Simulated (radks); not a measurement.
C III, 4 electrons, occupied as [He] 2s2 (the NIST ground configuration).

All-electron calculation, scalar-relativistic Kohn-Sham, LDA (Slater exchange, Perdew-Wang correlation), spin-unpolarised, spherical densities, point nucleus. Program: a radial shooting solver on a logarithmic mesh with Libxc functionals.

Energy parts (hartree):
| part | energy |
|---|---|
| total | -36.14544 |
| kinetic | 35.99710 |
| electron-nucleus | -80.11629 |
| Hartree | 11.98092 |
| exchange-correlation | -4.00717 |

Orbitals (lengths in bohr, moments of r in powers of bohr):
orbital  occ.  eigenvalue (hartree)     <r>   <r^2>
1s          2             -11.24412  0.2720  0.1002
2s          2              -1.47621   1.366   2.202

The highest occupied level is 2s at -40.170 eV. For comparison, the ionisation energy in NIST's Atomic Spectra Database is 47.888 eV (measured). In exact Kohn-Sham theory the highest level is minus the ionisation energy, but local and semilocal functionals leave it too shallow, through self-interaction and a potential that decays too fast; potentials with the right tail come closer. Summed over all electrons, <r^2> = 4.603 bohr^2, which gives a Langevin (diamagnetic) susceptibility term of -3.65 x 10^-6 cm^3/mol.
